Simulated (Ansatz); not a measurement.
# Molecular dynamics of ClH₂InO₂

The input (input.yaml):

```yaml
crystal:
  periodic: [false, false, false]
  atoms:
    - { symbol: In, position_ang: [0.068762, -0.238064, 0.088782] }
    - { symbol: Cl, position_ang: [-0.207297, 0.144297, 2.391654] }
    - { symbol: O, position_ang: [1.91525, -0.315772, -0.659299] }
    - { symbol: H, position_ang: [1.882823, -0.486201, -1.61292] }
    - { symbol: O, position_ang: [-1.522194, -0.482118, -1.099289] }
    - { symbol: H, position_ang: [-2.347145, -0.420742, -0.595328] }
basis:
  gaussian: { orbitals: def2-SVP }
hamiltonian:
  xc: b3lyp
md:
  timestep: 1.0
  n_steps: 150
  ensemble: nve
  temperature: 2000.0
  initial_velocities: maxwell_boltzmann
  seed: 737916
```

Launched with:

```bash
$ ansatz run input.yaml --threads 1 --pin off --max-ram 2048MiB --backend cpu --events-out ev --progress --plain --runs-dir out
```

It starts from a relaxed structure.

Output, in part (one step line in 3, the closing report, with atoms numbered from 0):

```
md step     0: t =     0.00 fs  T =  2000.0 K  F+E_penalty+E_count = -21819.80138177 eV  E_kin = 1.034080 eV  conserved = -21818.76730178 eV  (26 SCF iters)
md step     3: t =     3.00 fs  T =  1437.8 K  F+E_penalty+E_count = -21819.48492508 eV  E_kin = 0.743389 eV  conserved = -21818.74153650 eV  (32 SCF iters)
md step     6: t =     6.00 fs  T =  1273.1 K  F+E_penalty+E_count = -21819.40977555 eV  E_kin = 0.658250 eV  conserved = -21818.75152511 eV  (32 SCF iters)
md step     9: t =     9.00 fs  T =  1092.5 K  F+E_penalty+E_count = -21819.32768327 eV  E_kin = 0.564843 eV  conserved = -21818.76283999 eV  (32 SCF iters)
md step    12: t =    12.00 fs  T =   577.5 K  F+E_penalty+E_count = -21819.04201859 eV  E_kin = 0.298574 eV  conserved = -21818.74344439 eV  (33 SCF iters)
md step    15: t =    15.00 fs  T =   544.0 K  F+E_penalty+E_count = -21819.02005398 eV  E_kin = 0.281285 eV  conserved = -21818.73876928 eV  (32 SCF iters)
md step    18: t =    18.00 fs  T =   867.5 K  F+E_penalty+E_count = -21819.20582481 eV  E_kin = 0.448515 eV  conserved = -21818.75731005 eV  (32 SCF iters)
md step    21: t =    21.00 fs  T =   835.2 K  F+E_penalty+E_count = -21819.18004241 eV  E_kin = 0.431831 eV  conserved = -21818.74821172 eV  (32 SCF iters)
md step    24: t =    24.00 fs  T =   862.5 K  F+E_penalty+E_count = -21819.18369893 eV  E_kin = 0.445933 eV  conserved = -21818.73776584 eV  (29 SCF iters)
md step    27: t =    27.00 fs  T =  1035.8 K  F+E_penalty+E_count = -21819.28906763 eV  E_kin = 0.535565 eV  conserved = -21818.75350289 eV  (32 SCF iters)
md step    30: t =    30.00 fs  T =  1002.3 K  F+E_penalty+E_count = -21819.26835139 eV  E_kin = 0.518214 eV  conserved = -21818.75013775 eV  (33 SCF iters)
md step    33: t =    33.00 fs  T =   939.6 K  F+E_penalty+E_count = -21819.22102992 eV  E_kin = 0.485815 eV  conserved = -21818.73521487 eV  (29 SCF iters)
md step    36: t =    36.00 fs  T =  1279.8 K  F+E_penalty+E_count = -21819.41486014 eV  E_kin = 0.661694 eV  conserved = -21818.75316661 eV  (27 SCF iters)
md step    39: t =    39.00 fs  T =  1237.3 K  F+E_penalty+E_count = -21819.39242249 eV  E_kin = 0.639740 eV  conserved = -21818.75268298 eV  (29 SCF iters)
md step    42: t =    42.00 fs  T =   895.3 K  F+E_penalty+E_count = -21819.19814031 eV  E_kin = 0.462915 eV  conserved = -21818.73522518 eV  (29 SCF iters)
md step    45: t =    45.00 fs  T =   645.8 K  F+E_penalty+E_count = -21819.08138899 eV  E_kin = 0.333887 eV  conserved = -21818.74750226 eV  (32 SCF iters)
md step    48: t =    48.00 fs  T =   703.6 K  F+E_penalty+E_count = -21819.12258698 eV  E_kin = 0.363772 eV  conserved = -21818.75881512 eV  (29 SCF iters)
md step    51: t =    51.00 fs  T =   629.6 K  F+E_penalty+E_count = -21819.06786870 eV  E_kin = 0.325537 eV  conserved = -21818.74233126 eV  (27 SCF iters)
md step    54: t =    54.00 fs  T =   831.7 K  F+E_penalty+E_count = -21819.17152168 eV  E_kin = 0.430013 eV  conserved = -21818.74150874 eV  (32 SCF iters)
md step    57: t =    57.00 fs  T =  1439.6 K  F+E_penalty+E_count = -21819.51101199 eV  E_kin = 0.744347 eV  conserved = -21818.76666504 eV  (32 SCF iters)
md step    60: t =    60.00 fs  T =  1456.7 K  F+E_penalty+E_count = -21819.51477160 eV  E_kin = 0.753184 eV  conserved = -21818.76158791 eV  (32 SCF iters)
md step    63: t =    63.00 fs  T =   996.5 K  F+E_penalty+E_count = -21819.25539692 eV  E_kin = 0.515235 eV  conserved = -21818.74016146 eV  (32 SCF iters)
md step    66: t =    66.00 fs  T =  1240.3 K  F+E_penalty+E_count = -21819.40635848 eV  E_kin = 0.641274 eV  conserved = -21818.76508443 eV  (31 SCF iters)
md step    69: t =    69.00 fs  T =   932.0 K  F+E_penalty+E_count = -21819.24333079 eV  E_kin = 0.481867 eV  conserved = -21818.76146407 eV  (29 SCF iters)
md step    72: t =    72.00 fs  T =   347.5 K  F+E_penalty+E_count = -21818.91911616 eV  E_kin = 0.179647 eV  conserved = -21818.73946941 eV  (33 SCF iters)
md step    75: t =    75.00 fs  T =   639.3 K  F+E_penalty+E_count = -21819.09446447 eV  E_kin = 0.330522 eV  conserved = -21818.76394278 eV  (31 SCF iters)
md step    78: t =    78.00 fs  T =   697.9 K  F+E_penalty+E_count = -21819.12517363 eV  E_kin = 0.360826 eV  conserved = -21818.76434771 eV  (33 SCF iters)
md step    81: t =    81.00 fs  T =   502.5 K  F+E_penalty+E_count = -21818.99981331 eV  E_kin = 0.259798 eV  conserved = -21818.74001489 eV  (33 SCF iters)
md step    84: t =    84.00 fs  T =  1046.1 K  F+E_penalty+E_count = -21819.30142948 eV  E_kin = 0.540866 eV  conserved = -21818.76056386 eV  (32 SCF iters)
md step    87: t =    87.00 fs  T =  1214.6 K  F+E_penalty+E_count = -21819.39220957 eV  E_kin = 0.627987 eV  conserved = -21818.76422259 eV  (32 SCF iters)
md step    90: t =    90.00 fs  T =   839.9 K  F+E_penalty+E_count = -21819.17497120 eV  E_kin = 0.434258 eV  conserved = -21818.74071276 eV  (33 SCF iters)
md step    93: t =    93.00 fs  T =  1138.2 K  F+E_penalty+E_count = -21819.34648828 eV  E_kin = 0.588480 eV  conserved = -21818.75800784 eV  (31 SCF iters)
md step    96: t =    96.00 fs  T =  1211.3 K  F+E_penalty+E_count = -21819.39221706 eV  E_kin = 0.626274 eV  conserved = -21818.76594352 eV  (32 SCF iters)
md step    99: t =    99.00 fs  T =   764.4 K  F+E_penalty+E_count = -21819.13793776 eV  E_kin = 0.395207 eV  conserved = -21818.74273062 eV  (33 SCF iters)
md step   102: t =   102.00 fs  T =   574.1 K  F+E_penalty+E_count = -21819.03982192 eV  E_kin = 0.296851 eV  conserved = -21818.74297050 eV  (32 SCF iters)
md step   105: t =   105.00 fs  T =   674.3 K  F+E_penalty+E_count = -21819.10731281 eV  E_kin = 0.348656 eV  conserved = -21818.75865719 eV  (32 SCF iters)
md step   108: t =   108.00 fs  T =   643.1 K  F+E_penalty+E_count = -21819.08007960 eV  E_kin = 0.332502 eV  conserved = -21818.74757753 eV  (32 SCF iters)
md step   111: t =   111.00 fs  T =   953.1 K  F+E_penalty+E_count = -21819.22434446 eV  E_kin = 0.492792 eV  conserved = -21818.73155212 eV  (26 SCF iters)
md step   114: t =   114.00 fs  T =  1442.7 K  F+E_penalty+E_count = -21819.49799815 eV  E_kin = 0.745932 eV  conserved = -21818.75206598 eV  (29 SCF iters)
md step   117: t =   117.00 fs  T =  1591.9 K  F+E_penalty+E_count = -21819.57803228 eV  E_kin = 0.823099 eV  conserved = -21818.75493374 eV  (29 SCF iters)
md step   120: t =   120.00 fs  T =  1210.4 K  F+E_penalty+E_count = -21819.35942284 eV  E_kin = 0.625830 eV  conserved = -21818.73359235 eV  (27 SCF iters)
md step   123: t =   123.00 fs  T =   989.9 K  F+E_penalty+E_count = -21819.25860825 eV  E_kin = 0.511814 eV  conserved = -21818.74679423 eV  (27 SCF iters)
md step   126: t =   126.00 fs  T =  1003.9 K  F+E_penalty+E_count = -21819.27613658 eV  E_kin = 0.519047 eV  conserved = -21818.75708992 eV  (29 SCF iters)
md step   129: t =   129.00 fs  T =   799.9 K  F+E_penalty+E_count = -21819.15272300 eV  E_kin = 0.413563 eV  conserved = -21818.73916019 eV  (28 SCF iters)
md step   132: t =   132.00 fs  T =   878.6 K  F+E_penalty+E_count = -21819.19895993 eV  E_kin = 0.454280 eV  conserved = -21818.74467960 eV  (32 SCF iters)
md step   135: t =   135.00 fs  T =  1149.4 K  F+E_penalty+E_count = -21819.35458471 eV  E_kin = 0.594282 eV  conserved = -21818.76030266 eV  (32 SCF iters)
md step   138: t =   138.00 fs  T =   878.7 K  F+E_penalty+E_count = -21819.19869779 eV  E_kin = 0.454303 eV  conserved = -21818.74439507 eV  (33 SCF iters)
md step   141: t =   141.00 fs  T =   666.5 K  F+E_penalty+E_count = -21819.08675443 eV  E_kin = 0.344606 eV  conserved = -21818.74214874 eV  (33 SCF iters)
md step   144: t =   144.00 fs  T =   963.3 K  F+E_penalty+E_count = -21819.26033530 eV  E_kin = 0.498047 eV  conserved = -21818.76228861 eV  (33 SCF iters)
md step   147: t =   147.00 fs  T =   938.8 K  F+E_penalty+E_count = -21819.23774177 eV  E_kin = 0.485410 eV  conserved = -21818.75233169 eV  (29 SCF iters)
md step   150: t =   150.00 fs  T =  1008.6 K  F+E_penalty+E_count = -21819.26237740 eV  E_kin = 0.521495 eV  conserved = -21818.74088212 eV  (28 SCF iters)
Total energy: -21819.26263341 eV, -801.8431121504 hartree
Atom 0 at     0.077293    -0.227099     0.087050 Å, force     0.254150    -0.501203    -0.730831 eV/Å
Atom 1 at    -0.239585     0.143490     2.399701 Å, force     0.081198    -0.006613    -0.100994 eV/Å
Atom 2 at     2.042707    -0.390487    -0.702268 Å, force    -2.357213     0.862298    -1.882237 eV/Å
Atom 3 at     1.856373    -0.163613    -1.696091 Å, force     0.682523    -0.639937     2.330588 eV/Å
Atom 4 at    -1.626760    -0.476729    -1.052235 Å, force    -1.600804    -0.929118     1.083193 eV/Å
Atom 5 at    -2.520245    -0.863609    -0.662726 Å, force     2.940145     1.214572    -0.699719 eV/Å
Dipole moment:    -0.252038    -0.037093    -0.299548 e Å
```

The run went to its last step. The conserved energy wandered by up to 6.0 meV per atom (net 4.4 meV per atom), which is poor conservation. Over the second half the temperature averaged 0.47 of the 2000 K drawn at the start: a run that starts near a minimum puts about half its kinetic energy into the potential. A run of 0.15 ps of so small a system gives no equilibrium averages.

The same pairs are bonded in the first frame and the last. Pairs count as bonded within 1.25 times the sum of covalent radii (0.12 Å more for H–H).

Last frame:

```xyz
6
Properties=species:S:1:pos:R:3
In 0.077 -0.227 0.087
Cl -0.240 0.143 2.400
O 2.043 -0.391 -0.702
H 1.856 -0.164 -1.696
O -1.627 -0.477 -1.052
H -2.520 -0.864 -0.663
```

The run took 9.9 min on 1 thread of Arm Neoverse V1 (shared host), peak memory 0.17 GiB.
